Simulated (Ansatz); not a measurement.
Gas-phase reaction in SMILES: N[Si](N)(O)O + H+ → N[Si]([NH3+])(O)O
Geometries: B3LYP-D3(BJ)/def2-TZVP minima from Ansatz (a program for electronic structure), one conformer each, not searched for the lowest. Frequencies are from Ansatz.

Wanted: proton affinity (enthalpy at 298 K, with B3LYP-D3(BJ) rigid-rotor harmonic-oscillator terms), positive where the reaction releases energy, in kcal/mol. Valence correlation only, unless marked. No spin-orbit coupling. Non-relativistic unless marked X2C. Basis-set limits of correlation are two-point, X^-3; Hartree-Fock from the larger set. The bracket is a focal-point correction in the basis named.

```csv
level,program,proton affinity (kcal/mol)
r2SCAN-D4/def2-TZVPD,Ansatz + dftd4,___
BHLYP/def2-TZVPD,Ansatz,220.7
LC-wPBE-D4/def2-TZVPD,Ansatz + dftd4,220.8
SCS-MP2/STO-3G,Ansatz,291.9
X2C-CCSD(T)/cc-pVTZ-DK,Ansatz,223.2
"RI-MP2/CBS(cc-pV(T+d)Z,cc-pV(Q+d)Z)+[CCSD(T)-MP2]/cc-pV(T+d)Z",Ansatz,___
```

Q: Fill in the missing entries.

A: 
- r2SCAN-D4/def2-TZVPD, proton affinity (kcal/mol): 220.3
- RI-MP2/CBS(cc-pV(T+d)Z,cc-pV(Q+d)Z)+[CCSD(T)-MP2]/cc-pV(T+d)Z, proton affinity (kcal/mol): 219.5
